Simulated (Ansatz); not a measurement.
ClGeH₇N₂OSi (`[NH2][GeH2][O][SiH](N)Cl`), relaxed with RKS PBE0-D4/def2-TZVP in Ansatz from a PBE-D4/def2-SVP geometry. The force threshold is 0.005 eV/Å; the program also tests the step.

Charge 0, multiplicity 1.

Start:

```xyz
13

N    -0.588    2.708    0.833
Ge   -1.096    1.158   -0.003
O     0.254   -0.010    0.309
Si    0.435   -1.632    0.008
N     1.963   -2.094   -0.635
Cl   -1.033   -2.134   -1.411
H    -0.686    3.557    0.269
H    -0.964    2.869    1.771
H    -2.376    0.520    0.600
H    -1.167    1.439   -1.523
H     0.219   -2.439    1.248
H     2.723   -2.287    0.021
H     2.316   -1.653   -1.487
```

```tsv
step	energy (eV)	largest force (eV/Å)	largest move (Å)
1	-82047.2381	0.798	0.000
2	-82047.3084	0.444	0.038
3	-82047.3231	0.118	0.024
4	-82047.3253	0.208	0.043
5	-82047.3279	0.077	0.017
6	-82047.3287	0.057	0.021
7	-82047.3293	0.052	0.038
8	-82047.3298	0.056	0.028
9	-82047.3301	0.073	0.026
10	-82047.3304	0.078	0.024
11	-82047.3306	0.063	0.023
12	-82047.3307	0.044	0.018
13	-82047.3307	0.025	0.009
14	-82047.3308	0.009	0.007
15	-82047.3308	0.008	0.004
16	-82047.3308	0.008	0.015
17	-82047.3308	0.006	0.006
18	-82047.3308	0.004	0.007
19	-82047.3308	0.002	0.006
20	-82047.3309	0.004	0.008
21	-82047.3309	0.006	0.009
22	-82047.3309	0.005	0.007
23	-82047.3309	0.003	0.003
```

End:

```xyz
13

N    -0.642    2.658    0.889
Ge   -1.108    1.161   -0.018
O     0.240    0.007    0.182
Si    0.445   -1.584   -0.014
N     1.959   -2.056   -0.611
Cl   -0.987   -2.208   -1.375
H    -0.449    3.494    0.363
H    -1.120    2.867    1.749
H    -2.353    0.511    0.602
H    -1.212    1.461   -1.519
H     0.225   -2.299    1.259
H     2.723   -2.219    0.023
H     2.278   -1.793   -1.529
```

It took 70 s on 3 threads of an AMD EPYC 7R13 on a shared host and a share of an NVIDIA H100 80 GB, with 0.96 GiB of host memory at the peak.
